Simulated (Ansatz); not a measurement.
```yaml
crystal:
  periodic: [false, false, false]
  atoms:
    - {symbol: Si, position_ang: [-1.156770, 1.483601, -0.075015]}
    - {symbol: B, position_ang: [-0.305740, -0.069653, 0.913166]}
    - {symbol: C, position_ang: [1.209554, -0.342077, 0.718863]}
    - {symbol: Ga, position_ang: [0.730865, -1.498306, -0.854776]}
    - {symbol: H, position_ang: [-2.576380, 1.137650, -0.589796]}
    - {symbol: H, position_ang: [-1.318608, 2.663285, 0.813926]}
    - {symbol: H, position_ang: [-0.376532, 1.924895, -1.270178]}
    - {symbol: H, position_ang: [-0.970323, -0.759485, 1.581939]}
    - {symbol: H, position_ang: [1.838210, 0.362071, 0.308317]}
    - {symbol: H, position_ang: [1.662444, -1.031751, 1.471149]}
    - {symbol: H, position_ang: [1.978028, -2.177524, -1.531565]}
    - {symbol: H, position_ang: [-0.680823, -1.721374, -1.411444]}
basis:
  gaussian: {orbitals: aug-cc-pVTZ}
hamiltonian: {xc: {name: PBE0}, dispersion: d4}
accuracy: high
```

```sh
$ ansatz run in.yaml --threads 4 --pin off --events-out ev --progress --plain --max-ram 10444MiB
```

It prints (some lines left out):

```
Functional definition: PBE0
5782 factors; integrals over basis functions are off by at most 4.3e-9 eV
mean field evaluation 1: about -62078.1628 eV, gradient 6.2e1 eV
mean field evaluation 2: about -62069.5740 eV, gradient 7.8e1 eV
mean field evaluation 4: about -62087.1848 eV, gradient 2.7e0 eV
mean field evaluation 8: about -62087.3405 eV, gradient 2.4e-1 eV
mean field evaluation 16: about -62087.3406 eV, gradient 4.1e-5 eV
mean field -62087.34062912 eV, -2281.6676838091 hartree, gradient 1.4e-8 eV, S^2 0.000000; 0 other end points of the search recorded, 0 dependent functions left out
reference -62087.34063711 eV, -2281.6676841027 hartree; 32, 32 occupied and 353, 353 virtual orbitals, 5782 factors
Total energy: -62087.57796582 eV, -2281.6764057720 hartree
```

Hardware: 4 threads of an Intel Xeon 6975P-C on a shared host. Wall time 25 s, peak host memory 5.4 GiB.
